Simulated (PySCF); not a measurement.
Geometries of 5 isomers of C3H7FOSi, from PBE0-D3(BJ)/def2-SVP geometry optimisation, gas phase in PySCF 2.14.0. One conformer each, no zero-point energy, no frequencies.

Problem. Which is lowest in electronic energy at this level?
A.
```xyz
13
angstrom
F     -2.374    1.710    0.934
C     -2.147    0.711    0.010
C     -0.708    0.349   -0.055
C     -0.258   -0.845    0.353
O      1.011   -1.278    0.336
Si     2.362   -0.423   -0.202
H     -2.506    1.079   -0.967
H     -2.754   -0.168    0.287
H     -0.015    1.108   -0.438
H     -0.946   -1.603    0.748
H      2.201   -0.075   -1.644
H      3.506   -1.348   -0.002
H      2.535    0.824    0.599
```
B.
```xyz
13
angstrom
F     -1.540    2.011   -0.200
C     -1.045    0.813   -0.595
C     -1.808   -0.425   -0.261
C     -0.516   -0.121    0.440
O      0.581   -0.913    0.156
Si     2.151   -0.345    0.277
H     -0.526    0.865   -1.558
H     -1.799   -1.234   -0.996
H     -2.727   -0.316    0.320
H     -0.602    0.223    1.481
H      2.452    0.071    1.682
H      2.359    0.828   -0.627
H      3.027   -1.475   -0.129
```
C.
```xyz
13
angstrom
F      1.470   -1.422   -1.822
Si     1.215   -0.343   -0.635
C     -0.331    0.672   -0.934
C     -1.038    0.533    0.425
C     -0.692   -0.846    0.992
O      0.682   -1.100    0.748
H      2.520    0.324   -0.418
H     -0.166    1.718   -1.229
H     -0.910    0.191   -1.742
H     -2.129    0.674    0.355
H     -0.657    1.304    1.116
H     -1.308   -1.631    0.512
H     -0.874   -0.900    2.076
```
D.
```xyz
13
angstrom
C      1.364   -0.134   -0.054
C      0.239    0.742    0.439
O     -0.325    0.243    1.671
Si    -1.817   -0.177    0.992
C     -1.015    0.726   -0.481
F     -0.845    0.076   -1.676
H      1.802    0.278   -0.976
H      2.146   -0.195    0.716
H      1.009   -1.152   -0.271
H      0.608    1.767    0.619
H     -2.051   -1.641    0.826
H     -2.986    0.443    1.680
H     -1.390    1.742   -0.684
```
E.
```xyz
13
angstrom
O     -0.708    1.754    0.754
C     -1.488    0.886    0.470
C     -1.064   -0.536    0.175
F     -2.124   -1.174   -0.431
C      0.188   -0.628   -0.666
Si     1.735    0.248    0.018
H     -2.592    1.061    0.422
H     -0.900   -1.022    1.158
H     -0.026   -0.232   -1.673
H      0.439   -1.693   -0.794
H      1.847    1.664   -0.424
H      2.914   -0.498   -0.528
H      1.779    0.149    1.507
```

Solution. C. That is `F[Si@H]1CCCO1`, 67.5 kcal/mol below the next.

```tsv
SMILES	atoms numbered as above	E (Eh)	relative (kcal/mol)	relative (kJ/mol)	dipole (D)
F[Si@H]1CCCO1	[F:1][Si@H:2]1[CH2:3][CH2:4][CH2:5][O:6]1	-582.45060	0.0	0.0	2.65
C[C@@H]1O[SiH2][C@@H]1F	[CH3:1][C@@H:2]1[O:3][SiH2:4][C@@H:5]1[F:6]	-582.34307	67.5	282.3	0.87
FC/C=C/O[SiH3]	[F:1][CH2:2]/[CH:3]=[CH:4]/[O:5][SiH3:6]	-582.33402	73.2	306.1	1.88
O=C[C@@H](F)C[SiH3]	[O:1]=[CH:2][C@@H:3]([F:4])[CH2:5][SiH3:6]	-582.32423	79.3	331.8	1.19
F[C@@H]1C[C@H]1O[SiH3]	[F:1][C@@H:2]1[CH2:3][C@H:4]1[O:5][SiH3:6]	-582.32348	79.8	333.8	0.66
```

As drawn, the lowest has an Si–F bond and an Si–C bond, which the highest lacks; the highest has a three-membered ring, which the lowest lacks.
